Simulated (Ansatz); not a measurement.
GeH6O2Si, SMILES `[OH][GeH]([OH])[SiH3]`, 10 atoms. Charge 0, multiplicity 1. Correlated methods include outer-core shells of Ge, which these sets cover unevenly. Scalar relativity is left out up to krypton. All runs use 4 threads of an Intel Xeon Platinum 8488C on a shared host. Correlated methods freeze the cores.

(1) How many basis functions does each run have, and how long does it take in Ansatz? RKS PBE0-D4/def2-QZVPP energy; RKS ωB97M-V/def2-SVP energy; RHF-CCSD(T)/def2-TZVPP energy; RKS ωB97M-V/def2-QZVPP energy; RKS SPW92 (LDA)/def2-TZVPP energy; RKS PBE0-D4/def2-TZVP relaxation (10 steps); RKS PBE0-D4/def2-SVP energy; RKS BHLYP-D4/def2-TZVPP energy; RHF-MP2/def2-QZVPP energy; RKS PBE0-D4/def2-TZVP frequencies; RKS B97M-V/def2-TZVPP energy; RKS ωB97X-V/def2-TZVPP energy. (An estimate is asked.)

Answers

(1) Ansatz gave: Other jobs shared the machine, so times are rough.

| level | job | functions | wall time | peak host memory (GiB) |
| --- | --- | --- | --- | --- |
| RKS SPW92 (LDA)/def2-TZVPP | energy | 236 | 0.8 s | 0.31 |
| RKS PBE0-D4/def2-SVP | energy | 108 | 0.85 s | 0.46 |
| RKS BHLYP-D4/def2-TZVPP | energy | 236 | 2 s | 0.66 |
| RKS ωB97M-V/def2-SVP | energy | 108 | 2.8 s | 0.46 |
| RKS B97M-V/def2-TZVPP | energy | 236 | 4 s | 0.41 |
| RKS ωB97X-V/def2-TZVPP | energy | 236 | 4.4 s | 0.77 |
| RKS PBE0-D4/def2-QZVPP | energy | 453 | 6 s | 1.8 |
| RKS ωB97M-V/def2-QZVPP | energy | 453 | 11 s | 2.1 |
| RHF-MP2/def2-QZVPP | energy | 453 | 14 s | 2.5 |
| RKS PBE0-D4/def2-TZVP | relaxation (10 steps) | 183 | 20 s | 0.52 |
| RHF-CCSD(T)/def2-TZVPP | energy | 236 | 73 s | 4.4 |
| RKS PBE0-D4/def2-TZVP | frequencies | 183 | 80 s | 0.51 |
